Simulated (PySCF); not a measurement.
An element was calculated at PBE0 (PySCF 2.14, spin-free X2C, a triple-zeta basis, no spin-orbit coupling), in the ground configurations that NIST lists.

| Quantity | Value |
| --- | --- |
| first ionisation energy | 7.065 eV |
| second ionisation energy | 16.794 eV |
| third ionisation energy | 31.279 eV |
| polarisability of the atom | 74.4 bohr³ |

Problem. Which element is it?

Solution. Chromium (Cr, Z = 24), in x2c-TZVPPall with one added diffuse shell each of s, p, d, f type. NIST lists 6.767, 16.486, 30.959 ± 0.025 eV for these ionisation energies.
